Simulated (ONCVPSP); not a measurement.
Before and after: ONCV potential for Au

| Quantity | Value |
| --- | --- |
| Element | gold |
| Generator | ONCVPSP 4.0.1 |
| Type | optimised norm-conserving Vanderbilt (ONCV) |
| Functional | Wu-Cohen |
| Relativity | scalar-relativistic |
| Frozen core | [Kr] 4d10 4f14 |
| Valence charge | 19 |
| Reference configuration | 5s2 5p6 5d9 (charge +2) |
| Partial waves | 5s: rc 1.50 bohr, ncon 3, nbas 7, qcut 8.1 1/bohr, 2 projectors, debl 3.1 Ha; 5p: rc 1.55 bohr, ncon 4, nbas 9, qcut 8.9 1/bohr, 2 projectors, debl 2 Ha; 5d: rc 1.50 bohr, ncon 4, nbas 8, qcut 7 1/bohr, 1 projector |
| Local potential | polynomial inside 1.10 bohr (lpopt 2, dvloc0 0 Ha) |
| Core correction | none |

In the s channel the program set the typed energies aside and used -4.781, 0.050 Ha. In the p channel the program set the typed energies aside and used -2.989, 0.250 Ha.

All-electron outer shells of the reference configuration (Wu-Cohen, scalar-relativistic, ld1.x):

```
shell  level (eV)  outermost node (bohr)  outermost maximum (bohr)
   4f     -102.92                      –                      0.37
   5p      -81.34                   0.52                      0.96
   5d      -27.37                   0.56                      1.20
```

Change: all radii scaled by about 1.28 (s 1.92, p 2.00, d 1.92 bohr); local potential polynomial inside 1.42 bohr (lpopt 2, dvloc0 0 Ha). In the s channel the program set the typed energies aside and used -4.781, 0.050 Ha. In the p channel the program set the typed energies aside and used -2.989, 0.050 Ha.

Cutoffs: the cutoffs (Ha) at which the residual kinetic energy of the hardest occupied pseudo-wave falls to 1 and 0.1 mHa per electron; they do not see the model core or the augmentation charge, which bear on the density cutoff. Errors are all-electron minus pseudo energies relative to the spin-unpolarised reference configuration.

Problem. How do hardness, ghosts and transferability respond?

Solution. The potential gets softer (26 Ha and 32 Ha → 19 Ha and 22 Ha); of the 4 tests that both files solve, the error grows in 2 and shrinks in 1 by more than 15 % and 0.3 meV (median size 6.4 → 11.4 meV); neither file shows a bound ghost. A larger radius leaves more room for a smooth pseudo-wave, so fewer plane waves are needed.

| quantity | base | changed |
| --- | --- | --- |
| cutoff, loose | 26 Ha | 19 Ha |
| cutoff, tight | 32 Ha | 22 Ha |
| loose cutoff by channel | s 24 Ha, p 26 Ha, d 20 Ha | s 18 Ha, p 17 Ha, d 19 Ha |
| bound ghosts | none | none |
| GHOST(+) flags under 300 eV | s at 279.1 eV | none |
| error for 5s2 5p6 5d10 6s1, meV [ΔE -30.69 eV] | +9.0 | +16 |
| error for 5s2 5p6 5d10, meV [ΔE -21.24 eV] | +4.7 | +3.2 |
| error for 5s2 5p6 5d8, meV [ΔE 33.92 eV] | -5.6 | -6.4 |
| error for 5s2 5p6 5d9 6s2, meV [ΔE -29.03 eV] | +7.2 | +24 |
